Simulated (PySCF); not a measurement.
# One molecule, several mistakes: BCH3O2

Calculated results; nothing here was measured. They come from PySCF 2.14.0, an open-source quantum chemistry program, on an isolated molecule that a program drew, which may never have been made. The molecule is BCH3O2 (charge 0, singlet), drawn as the SMILES string `OB=CO`.

Each row is a Hartree-Fock (HF) and frozen-core CCSD(T) single point in the cc-pVDZ basis, meant for a local HF minimum. Run 1 is clean. Each other run has one planted mistake out of seven kinds, and not every kind appears here: one electron removed, one electron added, multiplicity raised by two, geometry at a saddle point, minimal basis STO-3G, one bond length entered in bohr, all coordinates scaled. The reference is restricted for singlets and unrestricted otherwise, and also for a bond in bohr. Adding or removing an electron swaps singlet and doublet. Electrons count all cores. HOMO and LUMO are orbital energies over both spins, the gradient is its largest component, and the lowest frequency (negative if imaginary) is given only where the gradient is small. Bond lengths are over the 6 bonds as drawn. T1 is the CCSD diagnostic: over 0.02 (restricted) or 0.045 (unrestricted) a single reference is doubtful.

Geometry of the clean run:
```xyz
7
BCH3O2, angstrom
O     2.1576   -0.4673    0.1942
B     0.9456    0.0390    0.1679
C    -0.3102    0.6414    0.0923
O    -1.4689   -0.0391   -0.2585
H     2.4363   -0.7901    1.0410
H    -0.4046    1.7123    0.2522
H    -2.0418   -0.0614    0.4937
```

| run | electrons | basis functions | <S^2> | HOMO (eV) | LUMO (eV) | gradient (hartree/bohr) | lowest frequency (cm^-1) | mean bond (Å) | longest bond (Å) | T1 | HF (hartree) | CCSD(T) (hartree) | mistake |
|---|---|---|---|---|---|---|---|---|---|---|---|---|---|
| 1 | 30 | 71 | 0.000 | -8.04 | 3.76 | 2.2e-05 | 186 | 1.1797 | 1.395 | 0.0139 | -213.99964 | -214.61809 | no fault |
| 2 | 30 | 71 | 0.000 | -7.84 | 4.52 | 1.4e-01 | - | 1.0676 | 1.262 | 0.0112 | -213.90472 | -214.49909 | all coordinates scaled |
| 3 | 30 | 71 | 0.000 | -7.34 | 3.12 | 1.9e-05 | -716 | 1.1810 | 1.394 | 0.0133 | -213.98082 | -214.59563 | ? |
| 4 | 30 | 71 | 2.012 | -5.25 | 1.71 | 5.5e-02 | - | 1.1797 | 1.395 | 0.0209 | -213.90714 | -214.50057 | ? |

**Which mistake was planted in run 3, and what did it cost?**

The gradient is small, so the point is stationary, but the lowest frequency is imaginary (-716 cm^-1). So the mistake is: geometry at a saddle point. Subtracting run 1 and multiplying by 627.51 kcal/mol a hartree, the energy moved by 11.8 kcal/mol in HF and 14.1 kcal/mol in CCSD(T).

**Which mistake was planted in run 4, and what did it cost?**

Electrons, basis and geometry are unchanged, and <S^2> is 2.012, beside S(S+1) = 2.00 for a multiplicity of 3. So the mistake is: multiplicity raised by two. Subtracting run 1 and multiplying by 627.51 kcal/mol a hartree, the energy moved by 58.0 kcal/mol in HF and 73.7 kcal/mol in CCSD(T).

